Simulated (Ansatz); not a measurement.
Geometry optimisation, RKS BHLYP-D4/6-31G* (Ansatz).

Input file:

```yaml
crystal:
  periodic: [false, false, false]
  atoms:
    - { symbol: C, position_ang: [-0.5214, -1.4026, 0.9322] }
    - { symbol: "N", position_ang: [0.4039, -0.4075, 0.3863] }
    - { symbol: Si, position_ang: [0.17808, 0.1043, -1.20638] }
    - { symbol: Si, position_ang: [0.95387, 1.01633, 1.18949] }
    - { symbol: C, position_ang: [1.79908, 0.42916, 2.83615] }
    - { symbol: O, position_ang: [2.80589, -0.62343, 2.70454] }
    - { symbol: H, position_ang: [-1.5254, -0.8863, 1.0579] }
    - { symbol: H, position_ang: [-0.658, -2.2114, 0.2581] }
    - { symbol: H, position_ang: [-0.2664, -1.7023, 1.9543] }
    - { symbol: H, position_ang: [1.45112, 0.61793, -1.81373] }
    - { symbol: H, position_ang: [-0.92226, 1.05999, -1.29963] }
    - { symbol: H, position_ang: [-0.19189, -1.10692, -2.03771] }
    - { symbol: H, position_ang: [1.90861, 1.79676, 0.50901] }
    - { symbol: H, position_ang: [-0.24445, 1.77554, 1.61704] }
    - { symbol: H, position_ang: [1.04201, 0.04339, 3.53778] }
    - { symbol: H, position_ang: [2.3444, 1.26126, 3.2955] }
    - { symbol: H, position_ang: [2.45452, -1.27153, 2.06893] }
basis:
  gaussian: { orbitals: "6-31G*" }
hamiltonian:
  xc: { name: BHLYP }
  dispersion: d4
relax:
  f_tol: 0.015
  max_steps: 40
```

Run as:

```bash
$ ansatz run input.yaml --threads 2 --pin off --max-ram 3072MiB --backend cpu --events-out ev --progress --plain --runs-dir out
```

Q: Where does it end, and by what steps?

A: It converged. The force dipped under the threshold on the way, but the program's further checks kept it going. After 16 steps the energy has fallen by 0.867 eV; H12 moved furthest, 1.01 Å. Parted: Si3–Si4.

| step | energy less start (eV) | largest force component (eV/Å) | accepted |
| --- | --- | --- | --- |
| 0 | 0.0000 | 3.862 | yes |
| 1 | -0.6493 | 1.053 | yes |
| 2 | -0.7635 | 0.430 | yes |
| 3 | -0.7992 | 0.214 | yes |
| 4 | -0.8212 | 0.269 | yes |
| 5 | -0.8370 | 0.318 | yes |
| 6 | -0.8483 | 0.309 | yes |
| 7 | -0.8561 | 0.208 | yes |
| 8 | -0.8608 | 0.149 | yes |
| 9 | -0.8638 | 0.081 | yes |
| 10 | -0.8656 | 0.050 | yes |
| 11 | -0.8663 | 0.033 | yes |
| 12 | -0.8667 | 0.021 | yes |
| 13 | -0.8668 | 0.013 | yes |
| 14 | -0.8669 | 0.007 | yes |
| 15 | -0.8670 | 0.009 | yes |
| 16 | -0.8670 | 0.006 | yes |

```xyz
17
Properties=species:S:1:pos:R:3
C -0.802 -1.043 1.010
N 0.187 -0.112 0.461
Si 0.381 -0.121 -1.259
Si 0.805 1.105 1.535
C 1.941 0.228 2.762
O 2.841 -0.610 2.057
H -1.819 -0.664 0.914
H -0.751 -2.005 0.503
H -0.618 -1.231 2.066
H 1.491 0.776 -1.616
H -0.843 0.316 -1.972
H 0.674 -1.500 -1.709
H 1.562 2.076 0.728
H -0.293 1.796 2.253
H 1.383 -0.338 3.515
H 2.546 0.946 3.310
H 2.328 -1.125 1.432
```

Run time: 72 s on 2 threads of AMD EPYC 7B13 (Zen 3) (shared host), peak memory 0.34 GiB.
